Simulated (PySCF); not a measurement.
C4H4F2NS (charge +1).
SMILES: `C[n+]1csc(F)c1F`

Structure optimised with GFN2-xTB, isolated species.

Masses are those of the commonest isotopes; rigid-rotor values at the optimised geometry. 

(1) What are A, B and C (cm⁻¹)?

(2) What kind of rotor is it?

(3) Is it planar, by Δ = Ic − Ia − Ib?

(4) Give the coordinates in the principal-axis frame, origin at the centre of mass.

(5) Where do the levels up to J = 2 lie, in cm⁻¹?

Results:

(1) Ia = 200.72, Ib = 282.29, Ic = 479.87 u·Å²; 505379 MHz·u·Å²/I gives 2518, 1790 and 1053 MHz, that is A = 0.08398, B = 0.05972, C = 0.03513 cm⁻¹.

(2) An asymmetric top: κ = (2 × 1790 − 2518 − 1053)/(2518 − 1053) = 0.01.

(3) Not planar: Δ = Ic − Ia − Ib = -3.14 u·Å². For a rigid frame Δ = −2 Σ m c², so Σ m c² = 1.57 u·Å² lies off the ab plane, practically all of it from hydrogen. The atom farthest from that plane is 0.90 Å away.

(4) The sense of each axis is arbitrary; atoms in the order of the calculation.
| atom | mass (u) | a (Å) | b (Å) | c (Å) |
| --- | --- | --- | --- | --- |
| C1 | 12.000 | -2.590 | 0.508 | 0.000 |
| N2 | 14.003 | -1.146 | 0.496 | 0.000 |
| C3 | 12.000 | -0.364 | 1.562 | 0.000 |
| S4 | 31.972 | 1.290 | 1.213 | 0.000 |
| C5 | 12.000 | 0.914 | -0.481 | 0.000 |
| F6 | 18.998 | 1.847 | -1.394 | 0.000 |
| C7 | 12.000 | -0.438 | -0.675 | -0.001 |
| F8 | 18.998 | -1.096 | -1.808 | 0.000 |
| H9 | 1.008 | -2.965 | -0.044 | 0.864 |
| H10 | 1.008 | -2.965 | 0.020 | -0.901 |
| H11 | 1.008 | -2.954 | 1.532 | 0.038 |
| H12 | 1.008 | -0.755 | 2.566 | 0.004 |

(5) Above 0(0,0):
J = 1: 1(0,1) 0.0948, 1(1,1) 0.1191, 1(1,0) 0.1437
J = 2: 2(0,2) 0.2730, 2(1,2) 0.2842, 2(1,1) 0.3580, 2(2,1) 0.4308, 2(2,0) 0.4423

GFN2-xTB frequencies: not computed here. These are rigid-rotor constants of the computed structure; measured ground-state constants (B0) also hold zero-point vibration.
